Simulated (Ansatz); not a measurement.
A nudged elastic band was laid between two geometries of C2H7ClOSeSi (13 atoms, charge 0, multiplicity 1).

These are results of RHF/def2-SVP in Ansatz 0.2.0, not measurements.

```yaml
movable_images: 7
climbing_image: yes
spring: 5.0 eV/Å²
optimiser: quadratic models (default)
start_path: IDPP
force_threshold: 0.03 eV/Å
iteration_limit: 36
end_points: relaxed
```

First end point:

```xyz
13
Properties=species:S:1:pos:R:3
C 0.325 -2.109 -0.290
C 0.482 -0.604 -0.185
O 0.422 -0.155 1.129
Se -0.962 0.299 -1.192
Si -0.862 2.318 -0.147
Cl -1.902 2.420 1.643
H -0.613 -2.424 0.164
H 1.148 -2.600 0.237
H 0.347 -2.438 -1.329
H 1.416 -0.289 -0.653
H 1.201 -0.416 1.598
H 0.534 2.702 0.110
H -1.516 3.261 -1.071
```

Last end point:

```xyz
13
Properties=species:S:1:pos:R:3
C 0.628 -1.442 0.049
C -0.165 -0.472 0.902
O -0.800 -1.117 1.956
Se -1.651 0.408 -0.083
Si -0.482 1.812 -1.427
Cl 0.820 3.014 -0.332
H -0.024 -2.222 -0.344
H 1.400 -1.914 0.665
H 1.124 -0.942 -0.782
H 0.471 0.335 1.264
H -0.183 -1.268 2.656
H 0.359 1.109 -2.411
H -1.476 2.664 -2.099
```

What changes between the two ends?

No bond is made or broken. The dihedral H10–C2–Se4–Si5 goes from -82 to 50°.

Give the energies along the band, and the barrier.

The forces met the threshold. The highest image is number 5 of 0 to 8, 11.0 kJ/mol above the first end and 2.8 kJ/mol above the last; the last end lies 8.2 kJ/mol above the first. A vibrational analysis at the climbing image gives no mode beyond 40i cm⁻¹: the surface is too flat there to confirm a saddle point.

```tsv
image	path coordinate (Å)	energy (kJ/mol)	dihedral H10–C2–Se4–Si5 (°)
0	0.00	0.0	-82
1	0.82	1.2	-65
2	1.65	4.2	-50
3	2.47	7.4	-35
4	3.30	10.0	-18
5	4.12	11.0	-1
6	4.93	10.2	18
7	5.75	8.7	35
8	6.57	8.2	50
```

What is the geometry of the highest image?


```xyz
13
Properties=species:S:1:pos:R:3:forces:R:3
C 0.594 -1.834 -0.160 0.00 0.00 0.00
C 0.026 -0.600 0.517 -0.02 0.00 0.01
O -0.490 -0.886 1.772 0.02 -0.01 -0.01
Se -1.469 0.158 -0.544 0.02 0.01 0.01
Si -0.625 2.223 -0.942 -0.01 0.00 -0.01
Cl -0.304 3.305 0.801 0.00 0.00 0.00
H -0.177 -2.595 -0.279 0.00 0.00 0.00
H 1.396 -2.253 0.457 0.00 0.00 0.00
H 1.007 -1.594 -1.138 0.00 0.00 0.00
H 0.792 0.174 0.584 0.00 0.00 0.00
H 0.203 -1.209 2.329 -0.01 0.00 0.01
H 0.683 2.149 -1.615 0.00 0.00 0.00
H -1.616 2.928 -1.769 0.00 0.00 0.00
```

Run time: 7.2 min on 2 threads of Arm Neoverse N1, on a shared host, peak memory 0.48 GiB.
